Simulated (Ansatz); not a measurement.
The cluster Mg4S4⁻. Charge -1, multiplicity 2. Geometry r2SCAN-D4/def2-SVPD.

```xyz
8

Mg   -0.303    1.902    2.125
Mg    0.449   -1.201   -3.830
Mg    1.724    0.205   -1.648
Mg   -0.290   -0.527    0.413
S    -2.322    0.606    1.296
S     0.403   -1.874   -1.484
S     1.399    1.359    0.372
S    -1.061   -0.470    2.756
```

At HF/def2-TZVPD, r2SCAN-D4/def2-TZVPD, PBE0-D4/def2-TZVPD, BHLYP-D4/def2-TZVPD the charge -1 doublet is spin-contaminated (final ⟨S²⟩ up to 1.47, 0.75 for a pure state). Another isomer (doublet) lies 2.68 eV lower at PBE0-D4/def2-TZVPD; other spin states weren't run for this one.

Q: Estimate the α-spin orbital energies around the gap (eV) in Ansatz with HF/def2-TZVPD, PBE-D4/def2-TZVPD, r2SCAN-D4/def2-TZVPD, PBE0-D4/def2-TZVPD, BHLYP-D4/def2-TZVPD.

A: 
| orbital | HF/def2-TZVPD | PBE-D4/def2-TZVPD | r2SCAN-D4/def2-TZVPD | PBE0-D4/def2-TZVPD | BHLYP-D4/def2-TZVPD |
| --- | --- | --- | --- | --- | --- |
| HOMO−5 | -6.27 | -2.72 | -2.95 | -3.79 | -4.70 |
| HOMO−4 | -6.18 | -2.56 | -2.79 | -3.65 | -4.56 |
| HOMO−3 | -5.29 | -1.91 | -2.06 | -2.88 | -3.74 |
| HOMO−2 | -5.12 | -1.76 | -1.92 | -2.74 | -3.60 |
| HOMO−1 | -4.47 | -1.33 | -1.64 | -2.21 | -2.82 |
| HOMO | -2.41 | -0.47 | -0.45 | -0.87 | -1.24 |
| LUMO | 2.64 | -0.07 | 0.05 | 0.34 | 0.89 |
| LUMO+1 | 2.88 | 1.06 | 1.16 | 1.50 | 2.02 |
| LUMO+2 | 3.28 | 1.14 | 1.31 | 1.94 | 2.45 |
| LUMO+3 | 3.31 | 1.53 | 1.66 | 2.02 | 2.60 |
| LUMO+4 | 3.73 | 1.87 | 2.22 | 2.25 | 2.82 |
| LUMO+5 | 3.80 | 2.23 | 2.54 | 2.64 | 2.97 |
| β HOMO | -4.32 | -1.23 | -1.47 | -2.11 | -2.74 |
| β LUMO | 2.50 | 0.04 | 0.24 | 0.42 | 0.86 |
